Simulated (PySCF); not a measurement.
**Steps of a relaxation of [WOF3]−**

[WOF3]− (triplet). PySCF 2.14.0, UKS B3LYP, W def2-SVP with ECP60, O def2-SVP, F def2-SVP; non-relativistic Hamiltonian with scalar-relativistic core potentials where named; density fitting; no spin-orbit coupling. Origin of the start: displaced along the imaginary mode. Columns: position (Å) and force (eV/Å). Energies are counted from the last step; some of the 10 steps are shown. Forces carry noise of the integration grid, about 0.01 to 0.03 eV/Å.

Run from Python with OMP_NUM_THREADS=2. Where DIIS fails, smearing, a level shift and second-order steps follow.
It took 42 s on 2 threads of Arm Neoverse V1 (shared host), from the converged density of the start.

```xyz
5
step 0  E = 0.519 eV
W     0.0473    0.0842    0.0688    -0.65   -0.77    0.22
O     1.0416    1.1031    1.0774    -0.21   -0.10   -0.27
F    -1.0284   -1.3813    0.8821     0.84    0.29   -0.22
F     0.7540   -1.3367   -1.1891    -0.49    0.42    0.38
F    -1.0604    0.9740   -1.2659     0.52    0.17   -0.11
```

```xyz
5
step 3  E = 0.076 eV
W    -0.1176    0.0712    0.1140    -0.27    0.09   -0.48
O     0.8994    1.0776    1.0761     0.08    0.20    0.34
F    -0.7338   -1.5210    1.0325     0.05   -0.11    0.31
F     0.4615   -1.2451   -1.2066     0.00   -0.19   -0.29
F    -0.7554    1.0606   -1.4428     0.14    0.01    0.12
```

```xyz
5
step 6  E = 0.001 eV
W    -0.1449    0.0366    0.0648     0.08    0.00    0.04
O     0.7450    1.0740    1.1245    -0.08   -0.02   -0.07
F    -0.5722   -1.5214    1.1642     0.01   -0.03   -0.04
F     0.3253   -1.2897   -1.3011    -0.02    0.02    0.07
F    -0.5992    1.1439   -1.4792     0.01    0.02   -0.01
```

Question: Where does the relaxation end?

Answer: It converges at step 9 in Cs:
```xyz
5
step 9  E = 0
W    -0.1457    0.0349    0.0644
O     0.7309    1.0832    1.1219
F    -0.5562   -1.5303    1.1611
F     0.3070   -1.2976   -1.2959
F    -0.5820    1.1533   -1.4783
```

Question: How did the contacts change?

Answer: 
```tsv
contact	start (Å)	end (Å)
W1–O2 (O)	1.745	1.728
W1–F3 (F)	1.992	1.955
W1–F4 (F)	2.025	1.957
W1–F5 (F)	1.949	1.955
```


Open shells may have lower solutions than the one found.
